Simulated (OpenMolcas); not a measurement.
# F⁵⁺: effect of the active space

```json
{
 "Program": "OpenMolcas 26.06",
 "Method": "SS-CASPT2 or its RAS form, IPEA 0.25 Eh, imaginary shift 0.1 Eh",
 "Basis": "ANO-RCC-VQZP",
 "Scalar Hamiltonian": "DKH2, point nucleus",
 "Spin-orbit coupling": "state interaction with AMFI integrals over the reference wave functions, term energies averaged over their components"
}
```

A. 2 electrons in 4 orbitals (2s 2p); 2S+1 = 3 even, 3 roots; 2S+1 = 1 even, 7 roots (6 in the spin-orbit step); 2S+1 = 3 odd, 3 roots; 2S+1 = 1 odd, 3 roots; closed shells correlated: 1s; CASPT2 step about 1.6 core-seconds
B. 2 electrons in 8 orbitals (2s 2p 3s 3p); 2S+1 = 3 even, 3 roots; 2S+1 = 1 even, 6 roots; 2S+1 = 3 odd, 3 roots; 2S+1 = 1 odd, 3 roots; closed shells correlated: 1s; CASPT2 step roughly 3 core-seconds
C. 2 electrons in 9 orbitals (RAS2 2s 2p; RAS3 3d, at most 2 electrons); 2S+1 = 3 even, 3 roots; 2S+1 = 1 even, 7 roots (6 in the spin-orbit step); 2S+1 = 3 odd, 3 roots; 2S+1 = 1 odd, 3 roots; closed shells correlated: 1s; CASPT2 step about 5 core-seconds

Energies in cm⁻¹ above 2s² ¹S₀, the measured ground level; measured values from Moore, Atomic Energy Levels, vol. I, NSRDS-NBS 35 (1971 reprint of NBS Circular 467, 1949).

```json
{"Level": "2s² ¹S₀", "A": "0.0", "B": "0.0", "C": "0.0", "Measured": "0.0"}
{"Level": "2s 2p ³P°₀", "A": "96643", "B": "96632", "C": "96578", "Measured": ""}
{"Level": "2s 2p ³P°₁", "A": "96923", "B": "96912", "C": "96857", "Measured": "96861"}
{"Level": "2s 2p ³P°₂", "A": "97487", "B": "97476", "C": "97419", "Measured": "97437"}
{"Level": "2s 2p ¹P°₁", "A": "188543", "B": "188500", "C": "187854", "Measured": ""}
{"Level": "2p² ³P₀", "A": "251796", "B": "251771", "C": "251748", "Measured": ""}
{"Level": "2p² ³P₁", "A": "252073", "B": "252048", "C": "252025", "Measured": "251635"}
{"Level": "2p² ³P₂", "A": "252621", "B": "252596", "C": "252572", "Measured": "252145"}
{"Level": "2p² ¹D₂", "A": "275908", "B": "275848", "C": "275519", "Measured": "274597"}
```

Deviations, from unrounded energies. A percentage is the sum of absolute deviations over the sum of measured energies, with the sign that they share, or ± where signs differ.

| Against measurement | Levels | A | B | C |
| --- | --- | --- | --- | --- |
| mean absolute deviation (cm-1) | 5 | 470 | 440 | 350 |
| other configurations (%) | 5 | +0.2 | +0.2 | ±0.2 |

C lies closest to measurement on these levels and A furthest from it. The largest miss of C in the table is 2p² ¹D₂, by +920 cm-1. The ranking rests on the paired levels alone, and a cruder setting can come out closer through cancelling errors.

Among A to C the level of the table that moves most is 2s 2p ¹P°₁, by 690 cm-1 (lowest in C, highest in A).

Active for correlation alone: 3p 3s; no level in the range computed is led by a configuration that fills them, so any true level of that kind is missing (holds for B). Active for correlation alone: 3d; no level in the range computed is led by a configuration that fills it, so any true level of that kind is missing (holds for C). Computed and measured levels are paired by configuration, term and J; levels that our copy of the source lacks, or whose pairing is in doubt (as where it misses far off the trend of its configuration), stay unpaired and out of the deviations. Levels of configurations outside the active space are missing.

° marks odd parity.
